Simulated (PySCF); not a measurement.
# Simulated absorption spectrum

Species: C6H6F3P.
SMILES: `C/C=C/P1C=C1C(F)(F)F`

Level of theory: TDDFT wB97X-D/def2-SVPD, vertical, gas phase, core orbitals frozen in the response (PySCF). Geometry: PBE0-D3(BJ)/def2-SVP, one conformer, isolated molecule.

Computed states:

| state | E (eV) | f |
| --- | --- | --- |
| S1 | 4.89 | 0.011 |
| S2 | 5.28 | 0.046 |
| S3 | 5.34 | 0.0057 |
| S4 | 6.35 | 0.401 |
| S5 | 6.76 | 0.0046 |
| S6 | 6.98 | 0.221 |
| S7 | 7.15 | 0.189 |
| S8 | 7.19 | 0.020 |
| S9 | 7.29 | 0.039 |
| S10 | 7.58 | 0.018 |

Each state is given a Gaussian of 0.25 eV full width at half maximum, with ε(max) = 2.175×10⁸ f / Δν̃ (Δν̃ the width in cm⁻¹). The width is an assumption, not a result. The curve ends short of the highest state used, and states not computed would add to its high-energy end.

Q: Give the broadened spectrum and its maxima.

A: 
```tsv
E (eV)	ε (L mol⁻¹ cm⁻¹)
4.52	3
4.62	44
4.73	369
4.84	1049
4.95	1062
5.05	912
5.16	2889
5.27	5390
5.37	3915
5.48	1043
5.59	103
5.69	5
5.80	0
5.91	8
6.02	351
6.12	4189
6.23	22975
6.34	43075
6.44	30052
6.55	7339
6.66	1216
6.77	4200
6.87	15514
6.98	30103
```

Maxima: 253 nm (4.89 eV), ε about 1200, made up of S1 (99%); 235 nm (5.28 eV), ε about 5400, made up of S2 (90%); 195 nm (6.35 eV), ε about 43000, made up of S4 (100%) (ε in L mol⁻¹ cm⁻¹; maxima over ε = 5, shares over 10%). At its high-energy end, 6.98 eV, the curve is still rising (ε about 30000, from S6 and S7).

Q: What would ε be at 6.35 eV, the highest of these maxima, with half the width (0.125 eV)?

A: About 86500 L mol⁻¹ cm⁻¹ against 43200, a factor of about 2.00; a lone state at its own centre would give exactly 2.

Q: On this curve, what absorbance would a 10⁻³ mol/L sample give at 222 nm over a 1 cm path?

A: 222 nm is 5.585 eV, where ε is about 120 L mol⁻¹ cm⁻¹, so A = ε c l ≈ 0.12 (Beer–Lambert, with the gas-phase spectrum and the assumed width).

Q: Does any computed singlet lie in the visible range?

A: No computed singlet lies in the visible range (380 to 750 nm); the lowest, at 253 nm, stands 1.63 eV above its violet end (3.26 eV).

The vertical ionisation energy (ΔSCF) is 9.15 eV, 1.57 eV above S10.

Time: 3.9 min wall; peak memory 1.2 GiB. Hardware: Arm Neoverse V1, one thread (shared host).
